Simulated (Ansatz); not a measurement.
`[CH3][In-]([CH3])([CH3])[SH2+]`. Total charge 0; spin multiplicity 1. In: def2 effective core potential.

```xyz
16

C    -1.7505   -0.8771    0.9541
In   -0.0611    0.3237    0.2983
C     1.6315    0.6181    1.6198
C    -0.2856    1.5713   -1.4680
S     1.0960   -1.8995   -1.2461
H    -2.3874   -0.2966    1.6265
H    -1.4167   -1.7625    1.5001
H    -2.3647   -1.1943    0.1082
H     1.8428   -0.2859    2.1941
H     2.5259    0.8944    1.0582
H     1.4183    1.4228    2.3281
H    -0.9634    1.1149   -2.1929
H     0.6783    1.7506   -1.9496
H    -0.7019    2.5438   -1.1927
H    -0.0517   -2.5963   -1.2160
H     0.7902   -1.3274   -2.4221
```

(1) List the harmonic frequencies (cm⁻¹, unscaled) at PBE0-D4/def2-TZVP in Ansatz. (Estimate.)

Results:

(1) The calculation gave: 21i, 58, 68, 71, 89, 90, 113, 114, 121, 125, 312, 337, 475, 495, 500, 630, 631, 636, 704, 720, 725, 1182, 1184, 1189, 1204, 1449, 1450, 1450, 1455, 1457, 1458, 2716, 2731, 3043, 3044, 3049, 3128, 3128, 3132, 3135, 3135, 3144.
